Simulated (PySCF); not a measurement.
Compound: C₂H₇OPSi.
Numbering: `[CH2:1]=[CH:2][Si@@H:3]([OH:4])[PH2:5]` (hydrogens: H6, H7 on C1; H8 on C2; H9 on Si3; H10 on O4; H11, H12 on P5)

Method: PBE0-D3(BJ)/def2-SVP geometry optimisation, gas phase in PySCF.

Q: Give the optimised bond lengths and angles.

A: 
```csv
bond,length (pm)
C1=C2,133.8
C2–Si3,186.6
Si3–O4,167.0
Si3–P5,226.9
C1–H6,109.6
C1–H7,109.6
C2–H8,109.8
Si3–H9,148.9
O4–H10,96.2
"P5–H11, P5–H12",142.9
```

Bonds in one row agree within 1 pm and their mean is given. A selection of angles:
```csv
angle,degrees
C2–C1–H6,121.2
C2–C1–H7,122.4
H6–C1–H7,116.3
C1–C2–Si3,121.4
C1–C2–H8,118.6
Si3–C2–H8,119.9
C2–Si3–O4,110.5
C2–Si3–P5,107.1
C2–Si3–H9,111.4
O4–Si3–P5,109.6
O4–Si3–H9,105.5
P5–Si3–H9,112.7
Si3–O4–H10,115.9
Si3–P5–H11,94.8
Si3–P5–H12,92.9
H11–P5–H12,93.9
```

Torsions: C1–C2–Si3–O4 2° (synperiplanar); H10–O4–Si3–C2 73° (synclinal).

Si3 (oxygen-bound silicon) is distorted tetrahedral (angles from 105.5° to 112.7°). P5 (three-coordinate phosphorus) is pyramidal (angles 94.8°, 93.9° and 92.9°, sum 281.7°, 0.86 Å off the plane of its three neighbours). Of the pairs four or more bonds apart, O4···H6 is among the closest relative to their van der Waals radii: 2.70 Å, 99 % of the sum of Bondi's values. O4 (silanol oxygen) is bent (angle 115.9°).

Point group: C1 (no symmetry element, even within 0.4 Å). Whether it is a minimum is left open (no frequencies). One conformer, not necessarily the lowest (C1–C2–Si3–O4 2°, C2–Si3–O4–H 73°, C2–Si3–P5–H 154° and 60°).
